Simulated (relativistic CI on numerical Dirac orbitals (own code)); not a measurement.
## Se XI: what numerical and physical settings do to a radial Dirac CI calculation

Reference input:

```
atom Se  Z=34  charge=10  electrons=24
nucleus A=80  rms_radius_fm=4.1400
hamiltonian dirac-coulomb  breit=on  qed=on  c_scale=1
orbitals kli  potential=per-configuration
slater_scale 1
correlation none
mixing on
grid step=0.0125 r_max=9.3
scf mixing=0.4 start=green max_iterations=150 tolerance=2e-08 node_fill=0.05
configurations
  [Ar] 3d6
  [Ne] 3s2 3p5 3d7
  [Ne] 3s2 3p4 3d8
end
```

Computed lowest total energy -2387.72900 Ha, first excitation 3878.2 cm⁻¹, 32 SCF steps. Runs with settings changed; * marks those that are bad on purpose (the QED terms keep the true α when c is scaled):

| Changed | Outcome | Lowest level | ΔE (Ha) | First excitation (cm⁻¹) | SCF steps | Message |
| --- | --- | --- | --- | --- | --- | --- |
| iteration limit 20, Breit term off | converged | 3p⁶3d⁶ ⁵D4 | -1.17 | 3931.5 | 32 |  |
| SCF mixing 0.7 | converged | 3p⁶3d⁶ ⁵D4 | -4.62e-10 | 3878.2 | 27 |  |
| Slater scale 1.2 | converged | 3p⁶3d⁶ ⁵D4 | -0.0737 | 3825.3 | 32 |  |
| speed of light × 10, Slater scale 0.6, node fill of the KLI weights 0 | converged | 3p⁶3d⁶ ⁵D4 | 27.4 | 36.5 | 32 |  |
| SCF mixing 2.5 * | converged | 3p⁶3d⁶ ⁵D4 | -7.69e-10 | 3878.2 | 36 |  |
| node fill of the KLI weights 50 * | converged | 3p⁶3d⁶ ⁵D4 | 0.364 | 4185.0 | 35 |  |
